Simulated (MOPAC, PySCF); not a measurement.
H$_{4}$Cl$_{2}$Si$_{2}$, SMILES `[SiH3][SiH](Cl)Cl`, neutral singlet in the gas phase. 

Cartesian coordinates (Å):
SMILES: Cl[SiH]([SiH3])Cl
```xyz
8

Si    -1.2351     0.0632    -0.0700
Si     1.0811    -0.1047     0.2061
Cl     1.9333     1.7524    -0.0980
Cl     1.8319    -1.4345    -1.1853
H     -1.8498    -1.2686     0.1377
H     -1.7768     1.0233     0.9196
H     -1.5096     0.5405    -1.4434
H      1.5251    -0.5717     1.5334
```
Charge 0, spin multiplicity 1.

All levels are single points at this geometry (B3LYP-D3(BJ)/def2-TZVP); Pople sets use spherical d functions. Orbital energies aren't observables, and empty levels follow the basis.

B3LYP/3-21G in PySCF gives HOMO (eV) = -8.32.

Estimate the HOMO (eV) from each of these levels: TPSSh-D3(BJ)/def2-TZVP in PySCF; B3LYP/6-31G* in PySCF; SVWN5/6-31G* in PySCF; HF/3-21G in PySCF; PM7 in MOPAC.


```json
[
 {"level": "TPSSh-D3(BJ)/def2-TZVP in PySCF", "HOMO (eV)": "-7.72"},
 {"level": "B3LYP/6-31G* in PySCF", "HOMO (eV)": "-8.09"},
 {"level": "SVWN5/6-31G* in PySCF", "HOMO (eV)": "-7.15"},
 {"level": "HF/3-21G in PySCF", "HOMO (eV)": "-11.40"},
 {"level": "PM7 in MOPAC", "HOMO (eV)": "-11.01"}
]
```
